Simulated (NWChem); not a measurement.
Species: SiH₃SeBr; SMILES [SiH3][Se]Br

```xyz
6

Se     0.8263    -0.6238     0.0000
Br    -0.2080     1.5055     0.0000
Si    -1.1565    -1.8031     0.0000
H     -0.7063    -3.2391     0.0000
H     -1.9595    -1.5007    -1.2311
H     -1.9595    -1.5007     1.2311
```
Atoms are numbered in this order, from 1.

Results from NWChem. Pople sets run with spherical d functions. Coordinates come from a PBE-D3(BJ)/def2-SVP optimisation.

Problem. Among these, which level gives the lowest value of “dipole (D)”?
A) TPSS/6-311G**
B) TPSS/STO-3G
C) TPSS/6-31G*
D) TPSS/3-21G

Solution. A, TPSS/6-311G**. Values: TPSS/6-311G** 1.65; TPSS/6-31G* 1.76; TPSS/3-21G 1.77; TPSS/STO-3G 2.05
